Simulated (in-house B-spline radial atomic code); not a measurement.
Au. Computed with a B-spline radial atomic code. Model: non-relativistic spherical atom: semilocal Troullier-Martins pseudo-atom, one channel per l, against all electrons, high spin, G0W0 and RPA with empty states to l = 8, local potential for every l without a channel, a model core (radius 0 = none) keeps its share of the functional.

The core holds an angular momentum without a channel of its own, so the local potential lets valence electrons into it.

Without relativity these are model numbers for so heavy an element.

What the tables leave out is listed at the end.

The pseudopotential gives back the lowest level of each angular momentum of its own functional in the configuration it was made in; a second state of the same l is only approximately right. Exact exchange, RPA and GW see the smooth pseudo-orbitals and miss the exchange with the core, for which the functional's share stands in. The column with an uncorrelated core keeps all orbitals and exact exchange, and so separates missing core correlation from pseudisation. Only the three outermost levels and the lowest empty one were computed. RPA here is direct RPA, with no exchange kernel, and its energies carry an (l + 1/2)⁻⁴ tail. A hybrid on a potential with a model core restores only its own semilocal share of the core's exchange.

Command:
```bash
python run_psgw.py task.json out
```
Settings (lengths in bohr, energies in hartree):
```
Z                      79
electrons              79
configuration          [Xe] 4f14 5d10 6s1
generated_in           [Xe] 4f14 5d10 6s1
functional             pbe,pbe
core_shells            11
radius_factor          1
core_correction        False
ion_configuration      [Xe] 4f14 5d10
```

Run time, properties included: 110 s on 1 thread of Arm Neoverse N1, on a shared host.

Given: made with PBE; model core radius 0 bohr; local radius 1.251 bohr; mean-field start PBE.

Valence shells of the generating configuration: 5p, 5d, 6s.

Channel: s 2.7, p 0.995, d 1.215 (radii in bohr).

Computed: largest level miss in the spin-unpolarised generating configuration 0 eV; valence RPA correlation energy pseudo -1.2571 hartree; all-electron RPA polarisability, core included 44.535 bohr³; pseudo-atom RPA polarisability 44.52 bohr³; ionisation by mean-field all-electron 7.4579 eV; ionisation by RPA all-electron 7.6277 eV; ionisation by RPA pseudo minus all 0.808 eV.

```
          level  occupied  mean-field all-electron (eV)  mean-field pseudo minus all (eV)  G0W0 all-electron (eV)  G0W0 uncorrelated core minus all (eV)  G0W0 pseudo minus all (eV)  exchange self-energy all-electron (eV)  exchange self-energy pseudo (eV)
          6s up         1                       -4.4227                            -0.002                 -7.4416                                  0.022                      -0.487                                 -10.456                           -10.574
6s down (empty)         0                        -3.704                             0.004                 -1.5102                                  0.023                       -0.58                                 -3.0799                           -3.2239
```

What is the ionisation by mean-field pseudo minus all?

0.007 eV.

What is the valence RPA correlation energy all-electron orbitals?

-0.97055 hartree.

Given: mean-field start PBE0.

Computed: valence RPA correlation energy all-electron orbitals -0.91661 hartree; all-electron RPA polarisability, core included 39.073 bohr³; pseudo-atom RPA polarisability 35.264 bohr³; ionisation by mean-field pseudo minus all 0.362 eV; ionisation by RPA all-electron 7.4836 eV; ionisation by RPA pseudo minus all 0.891 eV.

| level | occupied | mean-field all-electron (eV) | mean-field pseudo minus all (eV) | G0W0 all-electron (eV) | G0W0 uncorrelated core minus all (eV) | G0W0 pseudo minus all (eV) | exchange self-energy all-electron (eV) | exchange self-energy pseudo (eV) |
| --- | --- | --- | --- | --- | --- | --- | --- | --- |
| 6s up | 1 | -4.9703 | -0.286 | -7.4354 | 0.025 | -0.748 | -10.206 | -11.007 |
| 6s down (empty) | 0 | -2.6451 | -0.226 | -1.2473 | 0.022 | -0.518 | -2.6717 | -3.1897 |

What is the valence RPA correlation energy pseudo?

-1.1958 hartree.

What is the ionisation by mean-field all-electron?

7.1573 eV.

Given: mean-field start Hartree-Fock.

Computed: valence RPA correlation energy all-electron orbitals -0.79057 hartree; valence RPA correlation energy pseudo -1.0496 hartree; all-electron RPA polarisability, core included 34.44 bohr³; ionisation by mean-field all-electron 5.9305 eV; ionisation by RPA all-electron 7.0959 eV; ionisation by RPA pseudo minus all 1.042 eV.

```csv
level,occupied,mean-field all-electron (eV),mean-field pseudo minus all (eV),G0W0 all-electron (eV),G0W0 uncorrelated core minus all (eV),G0W0 pseudo minus all (eV),exchange self-energy all-electron (eV),exchange self-energy pseudo (eV)
6s up,1,-6.0397,-1.551,-7.1056,0.022,-1.117,-8.9904,-12.26
5d down,1,-14.13,1.316,-13.862,0.126,1.119,-33.391,-26.494
5d up,1,-14.215,1.041,-13.961,0.123,0.922,-33.094,-26.548
```

What is the ionisation by mean-field pseudo minus all?

1.429 eV.

What is the pseudo-atom RPA polarisability?

22.228 bohr³.

Among the listed levels the largest G0W0 shift of the pseudo-atom is +1.12 eV, for 5d down on the Hartree-Fock start, while leaving the core uncorrelated moves that level by +0.13 eV. So pseudisation and the lost core exchange, not the missing core correlation, make the error. Not in the tables (levels of low weight, unsolved or above zero; the highest and the empty levels are kept at any weight): on PBE the G0W0 levels 5d down (pseudo minus all +1.06 eV, weights 0.47 and 0.02), 5d up (pseudo minus all +1.02 eV, weights 0.44 and 0.02); on PBE0 the G0W0 levels 5d down (pseudo minus all +0.67 eV, weights 0.78 and 0.74), 5d up (pseudo minus all +0.50 eV, weights 0.58 and 0.69).
